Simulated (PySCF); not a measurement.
C2H, doublet, geometry from GFN2-xTB. Base run: PySCF with M06/STO-3G.

The PySCF input:
```python
from pyscf import gto, scf, dft

mol = gto.Mole()
mol.atom = '''
    C    -0.000000   -0.000000   -0.468661
    C     0.000000    0.000000    0.723271
    H    -0.000000   -0.000000   -1.527659
'''
mol.basis = 'sto-3g'
mol.charge = 0
mol.spin = 1
mol.verbose = 5
mol.build()

mf = dft.UKS(mol)
mf.xc = 'm06'
mf.kernel()
```

The base run was repeated with changes; each row names its change, and settings that it needs were set with it.

| change | ΔE vs base (µEh) | grid points | electrons on the grid |
|---|---|---|---|
| base | 0.0 | 38048 | 13.00000 |
| grids.prune = dft.gen_grid.sg1_prune | -888 | 16944 | 12.99999 |
| grids.level = 1 | 391 | 12832 | 12.99999 |
| grids.radi_method = mura_knowles | 3.0 | 35672 | 13.00000 |
| grids.level = 7 | -12.7 | 223152 | 13.00000 |
| grids.atom_grid = (50, 194) | -39.7 | 19696 | 13.00000 |
| grids.radi_method = delley | 3.1 | 39848 | 13.00000 |
| grids.atom_grid = (75, 302) | 0.1 | 43080 | 13.00000 |
| grids.atom_grid = (99, 590) | -15.0 | 95880 | 13.00000 |
| grids.prune = off | -13.1 | 60400 | 13.00000 |
| grids.level = 2 | 5.4 | 27792 | 13.00000 |

Open shells are given as the SCF converged; they aren't shown to be the lowest states, and a large step between rows can be another state.
